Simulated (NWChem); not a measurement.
System: C3H2F4; SMILES FC1(F)CC1(F)F

Program: NWChem. All runs use the structure optimised with PBE0/def2-SVP. Level: M05-2X/def2-SVP with SMD (1 M gas to 1 M solution), gas-phase geometry.

For solvent toluene:

- dipole in solution (D): 2.34

### Question
What are these values for solvent anisole?

### Answer
The dipole in solution (D) is 2.44.
